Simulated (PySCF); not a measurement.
BeH₄O₂Si.

```xyz
8

Be     0.6462     0.2764     1.1592
O      1.3089     0.5593     2.3441
H      1.7687     0.7535     3.1504
O     -0.0305    -0.0126    -0.0515
Si    -0.8137    -0.3478    -1.4580
H     -2.2641    -0.5943    -1.2026
H     -0.2343    -1.5640    -2.1018
H     -0.6895     0.7953    -2.4105
```

Geometry: B3LYP-D3(BJ)/def2-SVP. A frequency run showed that this geometry is not a minimum. Other conformers were not sampled.

Method: B3LYP/pcSseg-1 in PySCF. Non-relativistic, no solvent.

Computed absolute GIAO shielding of each atom: isotropic value and principal components (ppm):
| atom | σ(iso) | σ11 | σ22 | σ33 | span |
|---|---|---|---|---|---|
| Be1 | 109.8 | 82.0 | 82.0 | 165.6 | 83.6 |
| O2 | 338.7 | 300.8 | 300.8 | 414.5 | 113.7 |
| H3 | 30.1 | 21.9 | 21.9 | 46.4 | 24.5 |
| O4 | 330.6 | 326.1 | 326.1 | 339.4 | 13.3 |
| Si5 | 386.8 | 345.9 | 346.0 | 468.4 | 122.5 |
| H6 | 26.5 | 23.4 | 24.8 | 31.1 | 7.6 |
| H7 | 26.5 | 23.4 | 24.8 | 31.1 | 7.6 |
| H8 | 26.5 | 23.4 | 24.8 | 31.1 | 7.6 |
